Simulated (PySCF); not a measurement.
**H₂AsN + H₂O → HAsO + NH₃**

Level: PBE0 in the def2-TZVP basis family, all electrons, no relativity, computed in PySCF with density fitting; open shells unrestricted.

```json
{"species": "H₂AsN", "state and structure": "singlet, C2v, As–H 1.521 Å (×2), As–N 1.638 Å; H–As–H 104.3°, H–As–N 127.9° (×2)", "E (Eh)": "-2291.36569", "ZPE (kJ/mol)": "43.6", "H(298 K) − H(0) (kJ/mol)": "11.5", "S° (J/(mol K))": "249.9"}
{"species": "H₂O", "state and structure": "singlet, C2v, O–H 0.960 Å (×2); H–O–H 105.1°", "E (Eh)": "-76.37736", "ZPE (kJ/mol)": "56.5", "H(298 K) − H(0) (kJ/mol)": "9.9", "S° (J/(mol K))": "188.7"}
{"species": "HAsO", "state and structure": "singlet, Cs, As–H 1.570 Å, As–O 1.622 Å; H–As–O 101.6°", "E (Eh)": "-2311.33142", "ZPE (kJ/mol)": "23.0", "H(298 K) − H(0) (kJ/mol)": "10.2", "S° (J/(mol K))": "248.2"}
{"species": "NH₃", "state and structure": "singlet, C3v, N–H 1.013 Å (×3); H–N–H 107.1° (×3)", "E (Eh)": "-56.51312", "ZPE (kJ/mol)": "90.6", "H(298 K) − H(0) (kJ/mol)": "10.0", "S° (J/(mol K))": "192.4"}
```

Task: What is the electronic reaction energy?

Result: At PBE0/def2-TZVP, ΔE = -266.5 kJ/mol from the differences of the total energies times 2625.5, downhill. 

Task: Add zero-point, thermal and entropy terms for 298.15 K and 1 bar.

Result: ΔZPE = 13.5 and Δ[H(298) − H(0)] = -1.2 kJ/mol give ΔH° = -254.2 kJ/mol. ΔS° = 2.0 J/(mol K), so ΔG° = -254.2 − 298.15 × (0.0020) = -255 kJ/mol.

Only the bonding shown was studied: isomers, or loss of a ligand pair, can lie lower.
